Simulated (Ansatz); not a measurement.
Consider the isomerisation: `C=C(S)[SiH2][SiH3]` → `S[SiH]1C[SiH2]C1`.

Computed with Ansatz on PBE0-D4/def2-TZVP structures; ΔE is electronic, products minus reactants. CCSD(T)/CBS is the MP2 limit (def2-TZVPP, def2-QZVPP) plus CCSD(T) − MP2 in def2-TZVPP, frozen cores. DFT in def2-TZVPP. B3LYP here is the variant with VWN-RPA as its local correlation; programs differ in this. Each species was taken in one conformer, which may not be the lowest.

`C=C(S)[SiH2][SiH3]`:

Cartesian coordinates in Å:
```
C 1.909 1.004 -0.444
C 0.592 0.827 -0.554
S -0.311 0.923 -2.053
Si -0.445 0.385 0.949
Si -1.429 -1.722 0.664
H 2.399 0.925 0.520
H 2.543 1.230 -1.297
H 0.722 1.178 -2.877
H 0.462 0.394 2.127
H -1.513 1.403 1.145
H -0.382 -2.736 0.367
H -2.142 -2.119 1.909
H -2.406 -1.692 -0.456
```

`S[SiH]1C[SiH2]C1`:

Z-matrix (Å, degrees):
```
Si
C 1 1.887
Si 1 2.593 2 46.8
S 1 2.141 2 118.2 3 130.4
C 1 1.882 2 91.9 3 14.3
H 1 1.488 2 111.1 3 -101.3
H 2 1.089 1 118.3 3 121.1
H 2 1.093 1 111.5 3 -111.4
H 3 1.488 1 138.5 2 80.4
H 3 1.488 1 112.5 2 -100.0
H 4 1.344 1 94.7 2 76.1
H 5 1.088 1 118.3 2 -135.7
H 5 1.094 1 111.5 2 97.0
```

```csv
level,ΔE (eV),difference from CCSD(T)/CBS
PBE-D4,-2.04,0.11
r2SCAN-D4,-2.19,-0.04
PBE0-D4,-2.22,-0.07
B3LYP-D4,-1.94,0.21
ωB97M-V,-2.27,-0.12
B2PLYP,-2.05,0.10
PBE,-2.03,0.12
PBE0,-2.21,-0.06
B3LYP,-1.93,0.22
MP2/def2-TZVPP,-2.28,-0.13
SCS-MP2/def2-TZVPP,-2.13,0.02
CCSD/def2-TZVPP,-2.11,0.04
CCSD(T)/def2-TZVPP,-2.08,0.07
HF/def2-QZVPP,-1.97,0.18
MP2/CBS(def2),-2.35,-0.20
CCSD/CBS(def2),-2.17,-0.02
CCSD(T)/CBS,-2.15,0
```

Largest T1 diagnostic among the species: 0.013.

In def2-TZVPP, CCSD(T) changes the Hartree–Fock value by −0.12 eV (the triples alone add +0.02 eV) and MP2 by −0.32 eV. From PBE to PBE0 (25 % exact exchange), in def2-TZVPP and without D4, ΔE moves by −0.18 eV.
